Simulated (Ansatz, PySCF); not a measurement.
AlH6O2Si2, SMILES [SiH3][O][Al][O][SiH3], multiplicity 2. Atoms are numbered in the order given.

```xyz
11

Al    -0.0953    -1.0782     0.0686
O     -1.2583    -0.0681     0.7982
Si    -2.5297     0.6140     1.6082
H     -2.7348    -0.0608     2.9205
H     -3.7787     0.4847     0.8073
H     -2.2612     2.0576     1.8504
O      1.2185    -0.3890    -0.7703
Si     2.5822    -0.0507    -1.6444
H      2.5608    -0.7788    -2.9438
H      3.7963    -0.4649    -0.8877
H      2.6612     1.4104    -1.9160
```
Charge 0, spin multiplicity 2.

Coordinates come from a TPSSh-D3(BJ)/def2-SVP optimisation. The spin state was assumed, not searched. The isomer is the one that the SMILES or the coordinates give; other isomers of the formula were not compared. Other conformers were not sampled.

Two levels are set side by side: PBE-D3(BJ)/def2-SVP (Ansatz, a program for electronic structure) and TPSSh-D3(BJ)/def2-SVP (PySCF). Each level has its own optimised geometry; the coordinates shown are those of the second. Differences are taken from unrounded values.

| quantity | TPSSh-D3(BJ) | PBE-D3(BJ) | PBE-D3(BJ) minus TPSSh-D3(BJ) |
|---|---|---|---|
| mean bond length (Å) | 1.565 | 1.580 | 0.014 |
| bond Al1–O2 (Å) | 1.704 | 1.715 | 0.010 |
| bond Al1–O7 (Å) | 1.704 | 1.715 | 0.010 |
| bond O2–Si3 (Å) | 1.655 | 1.667 | 0.012 |
| bond O7–Si8 (Å) | 1.655 | 1.667 | 0.012 |
| bond Si3–H4 (Å) | 1.490 | 1.507 | 0.017 |
| bond Si3–H5 (Å) | 1.489 | 1.505 | 0.015 |
| bond Si3–H6 (Å) | 1.488 | 1.505 | 0.016 |
| bond Si8–H9 (Å) | 1.490 | 1.505 | 0.015 |
| bond Si8–H10 (Å) | 1.489 | 1.507 | 0.018 |
| bond Si8–H11 (Å) | 1.488 | 1.505 | 0.016 |

GGA bonds tend to be longer and softer than those of functionals with exact exchange. Differences between two approximate levels are no errors against the true value.
